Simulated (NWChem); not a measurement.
GeNH$_{4}$O$_{2}$F; SMILES [NH2][Ge]([OH])([OH])[F]

```xyz
9

N     -0.9154    -1.3983     0.6828
Ge    -0.0184     0.0045     0.0052
O      0.6725     1.0911     1.1978
O     -0.9850     1.0243    -1.0390
F      1.2900    -0.7043    -0.8863
H     -1.8996    -1.2353     0.8734
H     -0.8016    -2.2532     0.1454
H      1.2115     0.6323     1.8517
H     -0.6246     1.9162    -1.1091
```
Atoms are numbered in this order, from 1.

Program: NWChem. All runs use the structure optimised with PBE0/def2-SVP. Hybrids' shares of exact exchange are those that their runs print; pure functionals count as 0. The functionals differ in more than this share.

| row | share of exact exchange | highest occupied level (eV) |
|---|---|---|
| PBE/def2-SVP | 0.00 | -6.40 |
| LDA (Slater exchange, VWN5)/def2-SVP | 0.00 | -6.53 |
| TPSSh/def2-SVP | 0.10 | -7.18 |
| B3LYP/def2-SVP | 0.20 | -7.74 |
| PBE0/def2-SVP | 0.25 | withheld |
| MPW1K/def2-SVP | 0.43 | -9.32 |

Problem. Fit a straight line of the last column on the one before it, predict the withheld value, and compare with the run.

Solution. 
1. Means of the 5 shown rows: x = 0.146, y = -7.434. Slope Σ(x − x̄)(y − ȳ)/Σ(x − x̄)² = -0.8468/0.1283 = -6.599; intercept -6.471.
2. The shown rows scatter about the line by 0.052 (root mean square); the largest residual is +0.07, at PBE/def2-SVP.
3. At x = 0.25 (PBE0/def2-SVP; inside the shown range) the line gives -8.12.
4. The run gives -8.08, +0.04 from the line, 0.8 times the scatter.
